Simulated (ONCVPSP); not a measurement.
# What one change does to a pseudopotential (arsenic, ONCV)

* Element: arsenic (As)
* Generator: ONCVPSP 4.0.1
* Type: optimised norm-conserving Vanderbilt (ONCV)
* Functional: LDA (Perdew-Wang 92)
* Relativity: scalar-relativistic
* Frozen core: [Ne]
* Valence charge: 23
* Reference configuration: 3s2 3p6 3d10 4s2 4p3
* Partial waves: 3s+4s: rc 0.95 bohr, ncon 4, nbas 8, qcut 11 1/bohr, 3 projectors, debl 0.3 Ha; 3p+4p: rc 1.25 bohr, ncon 3, nbas 6, qcut 10.1 1/bohr, 2 projectors; 3d: rc 0.95 bohr, ncon 5, nbas 9, qcut 13.5 1/bohr, 1 projector
* Local potential: polynomial inside 0.75 bohr (lpopt 5, dvloc0 6 Ha)
* Core correction: Teter function, fcfact 2.5, rcfact 1.2

In the s channel the program set the typed energies aside and used -6.964, -0.540, 0.250 Ha.

Change: s: qcut 15.3; p: qcut 14; d: qcut 18.7.

Cutoffs: the cutoffs (Ha) at which the residual kinetic energy of the hardest occupied pseudo-wave falls to 1 and 0.1 mHa per electron; they do not see the model core or the augmentation charge, which bear on the density cutoff. Errors are all-electron minus pseudo energies relative to the spin-unpolarised reference configuration.

Predict the effect on cutoff, ghosts and configuration errors.

The potential gets softer (264 Ha and 330 Ha → 137 Ha and 152 Ha); of the 4 tests that both files solve, the error grows in 0 and shrinks in 1 by more than 15 % and 0.3 meV (median size 2.6 → 2.0 meV); neither file shows a bound ghost.

```csv
quantity,base,changed
"cutoff, loose",264 Ha,137 Ha
"cutoff, tight",330 Ha,152 Ha
loose cutoff by channel,"s 51 Ha, p 42 Ha, d 264 Ha","s 75 Ha, p 54 Ha, d 137 Ha"
bound ghosts,none,none
GHOST(+) flags under 300 eV,none,none
"error for 3s2 3p6 3d10 4s2 4p2, meV [ΔE 9.32 eV]",-1.1,-1.0
"error for 3s2 3p6 3d10 4s2 4p1, meV [ΔE 27.48 eV]",-3.4,-3.1
"error for 3s2 3p6 3d10 4s2 4p0, meV [ΔE 55.51 eV]",-6.7,-6.1
"error for 3s2 3p6 3d10 4s1 4p3, meV [ΔE 19.48 eV]",-1.8,-1.0
s: phases at 0.96 bohr within 0.05 rad from the reference energy up to (Ha; the scan ends near 5),to the end of the scan,to the end of the scan
p: phases at 1.27 bohr within 0.05 rad from the reference energy up to (Ha; the scan ends near 5),to the end of the scan,to the end of the scan
d: phases at 0.96 bohr within 0.05 rad from the reference energy up to (Ha; the scan ends near 5),2.7,3.2
"rms error of d²Exc/dni dnj with the model core, mHa",1.53,1.75
```
